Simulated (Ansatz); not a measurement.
Br2Hg, charge +1, doublet, geometry from GFN2-xTB (such geometries of metal compounds can be far from the true shape) (a state made from the parent by changing its charge; the spin is typed, not shown lowest) (core potentials on Hg). Base run: B3LYP/def2-SV(P) in Ansatz (an electronic-structure program).

Input for Ansatz:
Ansatz 0.2 input:
```yaml
crystal:
  periodic: [false, false, false]
  atoms:
    - {symbol: Hg, position_ang: [0.00000000, 0.00000000, 0.00000000]}
    - {symbol: Br, position_ang: [0.00000000, 0.00000000, 2.54866416]}
    - {symbol: Br, position_ang: [-0.00000000, -0.00000000, -2.54866416]}
basis:
  gaussian:
    orbitals: def2-SV_P_.json
hamiltonian:
  xc: b3lyp
total_charge: 1
magnetization: {spin_polarized: true, initial_magnetization: 1}
```
The basis file holds def2-SV(P) in the JSON format of the Basis Set Exchange.

Each row names what was changed in the base input (with any setting that the change needs).

```json
[
 {"change": "base", "basis functions": "89", "E (Eh)": "-5300.97247"},
 {"change": "basis = ANO-RCC-VDZP; relativity = spin-free X2C; nucleus = Gaussian", "basis functions": "113", "E (Eh)": "-24837.69253"},
 {"change": "basis = ANO-RCC-VDZP; relativity = spin-free X2C", "basis functions": "113", "E (Eh)": "-24841.95167"},
 {"change": "basis = ANO-RCC-VDZP; relativity = none", "basis functions": "113", "E (Eh)": "-20845.85320"}
]
```

Totals shift with the method and basis; they matter in differences.

Ansatz warned in this series: the basis is contracted for relativity, which the run leaves out.

Basis sets contracted for a relativistic Hamiltonian are a mismatch without it, so the rows without relativity aren't non-relativistic limits. No row has spin-orbit coupling; sets with core potentials leave out the core electrons.
